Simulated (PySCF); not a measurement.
Compound: C4H7FO2.
Geometry (PBE0-D3(BJ)/def2-SVP, Å), atoms numbered from 1 in this order:
```
atom  x, y, z in Å
F1     0.6944   -0.5309    2.0175
C2     0.8074    0.4278    1.0362
C3     1.3456   -0.2232   -0.2280
O4     0.3975   -1.0486   -0.8421
C5    -0.7988   -0.3536   -1.0890
C6    -1.3601    0.1857    0.2069
O7    -0.4095    1.0346    0.8324
H8     1.4947    1.2076    1.4044
H9     2.2186   -0.8429    0.0205
H10    1.6718    0.5868   -0.9131
H11   -1.4999   -1.0592   -1.5586
H12   -0.6211    0.4845   -1.7945
H13   -1.6165   -0.6492    0.8816
H14   -2.2600    0.7930    0.0364
```

The calculation used core-valence-separated Tamm–Dancoff BHandHLYP/aug-pcX-1 (pcseg-1 on H) in PySCF, non-relativistic, gas phase, PBE0-D3(BJ)/def2-SVP geometry. The energies are unshifted.

The lowest roots of each edge with f over 0.003 (five at most, numbered afresh; weaker and dark ones are left out), with transition dipoles (au) in the frame of the coordinates:

```
root  edge  E (eV)       μx       μy       μz
   1     C  286.90  -0.0422   0.0150  -0.0445
   2     C  286.92  -0.0590  -0.0321   0.0110
   3     C  286.96  -0.0719  -0.0046  -0.0138
   4     C  287.39  -0.0209  -0.0441  -0.0368
   5     C  287.45  -0.0074  -0.0658  -0.0001
   6     O  533.73   0.0012  -0.0295  -0.0097
   7     O  534.16  -0.0105  -0.0273  -0.0149
   8     O  534.25  -0.0074   0.0229  -0.0025
   9     O  534.51  -0.0108  -0.0218  -0.0078
  10     O  534.65  -0.0324  -0.0018  -0.0161
  11     F  685.99   0.0045   0.0254  -0.0266
  12     F  686.71   0.0016   0.0189  -0.0187
  13     F  687.22   0.0089   0.0062  -0.0145
  14     F  687.45   0.0119  -0.0063   0.0035
```

Problem. What are the oscillator strengths?

Solution. f = (2/3) ΔE |μ|², with ΔE in hartree (27.2114 eV):

```
root  ΔE (Eh)  |μ|² (au)      f  core hole on
   1  10.5433   0.003988  0.028            C5
   2  10.5440   0.004628  0.033            C3
   3  10.5457   0.005386  0.038            C6
   4  10.5614   0.003740  0.026            C6
   5  10.5637   0.004385  0.031            C5
   6  19.6144   0.000967  0.013            O4
   7  19.6301   0.001077  0.014            O7
   8  19.6335   0.000584  0.008            O4
   9  19.6427   0.000652  0.009            O7
  10  19.6480   0.001311  0.017            O4
  11  25.2096   0.001374  0.023            F1
  12  25.2362   0.000709  0.012            F1
  13  25.2548   0.000326  0.005            F1
  14  25.2634   0.000193  0.003            F1
```

Problem. Molecules are fixed in this frame and the field points along x. What effective strengths 3 f cos²θ do the roots have (θ between field and μ)?

Solution. root 1 (C5): 0.038, root 2 (C3): 0.073, root 3 (C6): 0.109, root 4 (C6): 0.009, root 5 (C5): 0.001, root 6 (O4): 0.000, root 7 (O7): 0.004, root 8 (O4): 0.002, root 9 (O7): 0.005, root 10 (O4): 0.041, root 11 (F1): 0.001, root 12 (F1): 0.000, root 13 (F1): 0.004, root 14 (F1): 0.007. Root 3 is the strongest. Averaged over all orientations cos²θ is 1/3, which gives f back.

Hardware: an Arm Neoverse V1 with one thread (shared host). Cost: 29 s of wall time, 1.1 GiB resident at most.

One conformer stands for the species.
